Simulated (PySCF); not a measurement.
TeMe4, C₄H₁₂Te.
Bonds: Te1–C2, Te1–C6, Te1–C10, Te1–C14. Hydrogens: H3, H4, H5 on C2; H7, H8, H9 on C6; H11, H12, H13 on C10; H15, H16, H17 on C14.

Level of theory: PBE0-D3(BJ)/def2-SVP geometry optimisation, gas phase, def2 core potentials past Kr (PySCF 2.14.0).

Task: How far are the bound atoms from Te1?

Result: 4 atoms: C10 2.155 Å, C14 2.155 Å, C2 2.284 Å, C6 2.284 Å. The nearest atom not counted as bound is H15, at 2.70 Å (others tie with it).

Task: List the angles at Te1.

Result: 
```
      angle  degrees  distance of the outer atoms (Å)
  C2–Te1–C6    158.7                             4.49
C10–Te1–C14    112.4                             3.58
 C2–Te1–C14     84.1                             2.98
 C6–Te1–C10     84.1                             2.98
 C6–Te1–C14     84.1                             2.97
 C2–Te1–C10     84.0                             2.97
```

Task: Describe the arrangement about Te1 in numbers.

Result: Angles from 84.0° to 158.7°; τ4 = (360° − α − β)/141° = 0.63 with α and β the two widest (0 for a square, 1 for a tetrahedron). The Te–C distances aren't all alike: 2.155 to 2.284 Å.

Task: What are the other bond lengths?

Result: C2–H3 and 11 like bonds 1.100 Å.

Task: What are the rotational constants (commonest isotopes, rigid rotor)?

Result: A = 3340, B = 2408, C = 1851 MHz: an asymmetric top.

Point group: C2v (tolerance 0.08 Å). Charge 0, singlet. Stationary, but not proved a minimum.

On one thread, Intel Xeon Platinum 8488C (x86_64), shared host with 96 logical CPUs at a one-minute load of 36, this took 95 s wall and 0.58 GiB of memory at its peak. These figures are those of the optimisation.
